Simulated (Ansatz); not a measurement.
`FB(S)S` + `O[SiH3]` → `FB(S)O[SiH3]` + H₂S  (ligand exchange at a B–S bond)

Computed with Ansatz on PBE0-D4/def2-TZVP structures; ΔE is electronic, products minus reactants. CCSD(T)/CBS is the MP2 limit (def2-TZVPP, def2-QZVPP) plus CCSD(T) − MP2 in def2-TZVPP, frozen cores. This one scheme is used for every species. Functionals use def2-TZVPP. HSE06 is defined as in plane-wave codes. One conformer a species, not always the lowest.

```json
{"level": "r2SCAN0-D4", "ΔE (kcal/mol)": "-16.8", "difference from CCSD(T)/CBS": "0.1"}
{"level": "ωB97X-V", "ΔE (kcal/mol)": "-16.9", "difference from CCSD(T)/CBS": "0.0"}
{"level": "PBE-QIDH", "ΔE (kcal/mol)": "-16.0", "difference from CCSD(T)/CBS": "0.9"}
{"level": "PBE", "ΔE (kcal/mol)": "-13.5", "difference from CCSD(T)/CBS": "3.4"}
{"level": "revPBE", "ΔE (kcal/mol)": "-12.8", "difference from CCSD(T)/CBS": "4.1"}
{"level": "r2SCAN", "ΔE (kcal/mol)": "-15.7", "difference from CCSD(T)/CBS": "1.2"}
{"level": "PBE0", "ΔE (kcal/mol)": "-14.9", "difference from CCSD(T)/CBS": "2.0"}
{"level": "r2SCANh", "ΔE (kcal/mol)": "-16.0", "difference from CCSD(T)/CBS": "0.9"}
{"level": "r2SCAN0", "ΔE (kcal/mol)": "-16.6", "difference from CCSD(T)/CBS": "0.3"}
{"level": "HSE06", "ΔE (kcal/mol)": "-14.9", "difference from CCSD(T)/CBS": "2.0"}
{"level": "BHLYP", "ΔE (kcal/mol)": "-18.9", "difference from CCSD(T)/CBS": "-2.0"}
{"level": "CAM-B3LYP", "ΔE (kcal/mol)": "-18.2", "difference from CCSD(T)/CBS": "-1.3"}
{"level": "HF/def2-SVP", "ΔE (kcal/mol)": "-22.8", "difference from CCSD(T)/CBS": "-5.9"}
{"level": "HF/def2-TZVPP", "ΔE (kcal/mol)": "-21.3", "difference from CCSD(T)/CBS": "-4.4"}
{"level": "MP2/def2-QZVPP", "ΔE (kcal/mol)": "-16.0", "difference from CCSD(T)/CBS": "0.9"}
{"level": "SCS-MP2/def2-QZVPP", "ΔE (kcal/mol)": "-17.0", "difference from CCSD(T)/CBS": "-0.1"}
{"level": "CCSD(T)/CBS", "ΔE (kcal/mol)": "-16.9", "difference from CCSD(T)/CBS": "0"}
```

Largest T1 diagnostic among the species: 0.013.

In def2-TZVPP, CCSD(T) changes the Hartree–Fock value by +4.0 kcal/mol (the triples alone add +0.8 kcal/mol) and MP2 by +5.2 kcal/mol. From r2SCAN to r2SCAN0 (25 % exact exchange), in def2-TZVPP and without D4, ΔE moves by −0.9 kcal/mol. Leaving LDA and LC-ωPBE aside and taking each functional with its dispersion term where it has one, the values, not all of them listed here, spread over 5.8 kcal/mol, from BHLYP-D4 to revPBE-D4. LDA lies −1.8 kcal/mol from PBE without D4.
